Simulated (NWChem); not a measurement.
## Total energies of arsenic trifluoride (AsF$_{3}$)

```
As
F 1 1.7252
F 1 1.7252 2 95.97
F 1 1.7252 2 95.97 3 96.67
```
Charge 0, spin multiplicity 1.

Program: NWChem. All single points use one geometry, from PBE0/def2-SVP, a minimum by its harmonic frequencies.

Basis set: 6-31G* (74 functions).

| method | total energy (Ha) |
|---|---|
| RHF | -2532.27773 |
| MP2 | -2533.05369 |
| B2PLYP | -2534.57559 |
| PBE | -2534.56016 |
| B3LYP | -2535.20668 |
| M06-2X | -2535.07116 |
| CCSD(T) | -2533.06337 |

Total energies of different functionals aren't comparable as a measure of quality: only differences taken within one method are. 

The Hamiltonian is non-relativistic. The correlated methods keep 12 core orbitals frozen. B3LYP has NWChem's definition, with VWN1-RPA local correlation. The Pople sets run with spherical d functions. Coupled-cluster values serve here as a point of comparison, not as the truth.
